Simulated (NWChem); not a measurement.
System: AlH$_{2}$SeOF; SMILES [SeH][Al]([OH])[F]

Here is an NWChem input.

```
start job
memory heap 200 mb stack 900 mb global 1100 mb
geometry units angstroms noautoz
  Al     0.109768    -0.945195     0.000110
  F     -1.232864    -1.924046    -0.000381
  O      1.668532    -1.596213    -0.000343
  H      1.896980    -2.527100     0.000784
  Se    -0.172523     1.327377     0.001296
  H      1.288660     1.506120     0.001609
end
basis spherical
  * library def2-tzvp
end
dft
  xc b3lyp
  iterations 150
  mulliken
end
task dft energy
```

Geometry: optimised at PBE0/def2-SVP.

### Question
Predict the main results of this run. (B3LYP/def2-TZVP.) Quantities: energy (Ha); highest occupied level (eV); orbital gap (eV); dipole (D).

### Answer
The energy (Ha) comes out as -2820.59, the highest occupied level (eV) is -7.30 and the orbital gap (eV) is 6.15. The dipole (D) is 1.46.
